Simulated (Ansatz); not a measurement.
Z-matrix (Å, degrees):
```
Si
S 1 2.084
C 1 1.845 2 56.1
O 1 1.627 2 122.1 3 106.6
H 1 1.471 2 120.6 3 -112.7
F 3 1.373 1 117.7 2 106.5
H 3 1.086 1 127.2 2 -102.6
H 4 0.961 1 117.1 2 -34.1
```

The species carries charge 0 and has multiplicity 1.

(1) List the CAM-B3LYP/def2-TZVPP orbital energies in eV (Ansatz). (Best estimate.)

Answers

(1) The calculation gave: Occupied: -2419.82, -1802.35, -673.70, -523.30, -281.65, -217.86, -162.43, -162.35, -162.26, -146.81, -102.17, -102.14, -102.10, -35.25, -30.38, -23.98, -19.21, -17.90, -16.13, -15.73, -14.52, -13.65, -13.11, -12.30, -12.11, -10.30, -9.20, -8.88. Lowest empty: 0.88, 1.23, 1.37, 2.41, 2.80, 2.94, 3.89, 4.28.
